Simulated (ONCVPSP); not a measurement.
cobalt: one change to an ONCV potential, before and after

```json
{
  "Element": "cobalt",
  "Generator": "ONCVPSP 4.0.1",
  "Type": "optimised norm-conserving Vanderbilt (ONCV)",
  "Functional": "LDA (Perdew-Wang 92)",
  "Relativity": "scalar-relativistic",
  "Frozen core": "[Ne]",
  "Valence charge": "17",
  "Reference configuration": "3s2 3p6 3d7 4s2",
  "Partial waves": "3s+4s: rc 1.30 bohr, ncon 4, nbas 8, qcut 7.9 1/bohr, 2 projectors; 3p: rc 0.90 bohr, ncon 5, nbas 10, qcut 9.6 1/bohr, 2 projectors, debl 0.6 Ha; 3d: rc 1.35 bohr, ncon 4, nbas 8, qcut 13.6 1/bohr, 2 projectors, debl 2.2 Ha",
  "Local potential": "polynomial inside 0.70 bohr (lpopt 5, dvloc0 0 Ha)",
  "Core correction": "Teter function, fcfact 2.5, rcfact 1.55"
}
```

In the p channel the program set the typed energies aside and used -2.408, 0.250 Ha.

Change: d: qcut 14.2.

Cutoffs: the cutoffs (Ha) at which the residual kinetic energy of the hardest occupied pseudo-wave falls to 1 and 0.1 mHa per electron; they do not see the model core or the augmentation charge, which bear on the density cutoff. Errors are all-electron minus pseudo energies relative to the spin-unpolarised reference configuration.

Q: What does the change do?

A: The potential gets neither clearly harder nor softer (63 Ha and 336 Ha → 66 Ha and 336 Ha); the errors of the 4 common tests hardly move; neither file shows a bound ghost.

| quantity | base | changed |
| --- | --- | --- |
| cutoff, loose | 63 Ha | 66 Ha |
| cutoff, tight | 336 Ha | 336 Ha |
| loose cutoff by channel | s 22 Ha, p 36 Ha, d 63 Ha | s 22 Ha, p 36 Ha, d 66 Ha |
| bound ghosts | none | none |
| GHOST(+) flags under 300 eV | s at 268.3 eV | s at 268.3 eV |
| error for 3s2 3p6 3d7 4s1, meV [ΔE 9.29 eV] | -0.1 | -0.1 |
| error for 3s2 3p6 3d7 4s0, meV [ΔE 26.37 eV] | +1.4 | +1.2 |
| error for 3s2 3p6 3d6 4s0, meV [ΔE 62.56 eV] | +0.5 | -0.5 |
| error for 3s2 3p6 3d6 4s2 4p1, meV [ΔE 9.78 eV] | +22 | +20 |
| s: phases at 1.32 bohr within 0.05 rad from the reference energy up to (Ha; the scan ends near 5) | to the end of the scan | to the end of the scan |
| p: phases at 0.91 bohr within 0.05 rad from the reference energy up to (Ha; the scan ends near 5) | to the end of the scan | to the end of the scan |
| d: phases at 1.37 bohr within 0.05 rad from the reference energy up to (Ha; the scan ends near 5) | to the end of the scan | to the end of the scan |
| rms error of d²Exc/dni dnj with the model core, mHa | 0.92 | 0.93 |
